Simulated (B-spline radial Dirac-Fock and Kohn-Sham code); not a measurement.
## Se¹⁴⁺: scattering cross sections and density moments

System: Se¹⁴⁺, configuration [Ar] 3d2.

Method: Dirac-Fock orbitals of the configuration average with a finite nucleus. Computed with an atomic code on a B-spline grid.

- Sum of ⟨r⟩: 6.634 bohr
- Sum of ⟨r²⟩: 3.355 bohr²
- Sum of ⟨1/r⟩: 156.06 per bohr
- Langevin diamagnetic susceptibility: -2.66 × 10⁻⁶ cm³/mol
- Lamb shielding (α²/3)Σ⟨1/r⟩: 2770 ppm

Coherent scattering is the Thomson cross section weighted by f₀², without anomalous dispersion; incoherent scattering is Klein-Nishina weighted by S. The Lamb formula is the non-relativistic shielding expression. Electron correlation is left out. A dash stands where the photon energy is too low for the impulse approximation behind that column.

```
hν (keV)  coherent (b)  incoherent (b)  incoherent per electron (b)
       1         264.0               –                            –
  8.0478         173.7           2.388                        0.119
      20         70.12           5.865                        0.293
      30         42.24           7.237                        0.362
     100         6.143           8.685                        0.434
     200         1.745           7.736                        0.387
     500        0.2990           5.706                        0.285
    1000       0.07594           4.204                        0.210
```

Incoherent scattering overtakes coherent scattering between 30 and 100 keV.
